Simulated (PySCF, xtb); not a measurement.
C2H4ClFSi, SMILES C=C[Si@H](F)Cl. Other conformers were not sampled.

Harmonic wavenumbers (cm⁻¹) from GFN2-xTB in xtb at its own minimum, in rising order: 48, 125, 169, 206, 359, 480, 526, 644, 652, 727, 820, 928, 1014, 1028, 1280, 1415, 1661, 2352, 3040, 3084, 3115.

Task: What does B3LYP-D3(BJ)/def2-SVP (PySCF) give at its own minimum? (Estimate from the structure and the level; the computed values follow.)

Result: 84, 155, 203, 264, 403, 511, 571, 692, 824, 839, 910, 1009, 1013, 1035, 1275, 1419, 1666, 2281, 3123, 3142, 3218. Paired by order, the mean absolute difference is 53 cm⁻¹ and the zero-point energies are 33.8 and 35.2 kcal/mol.
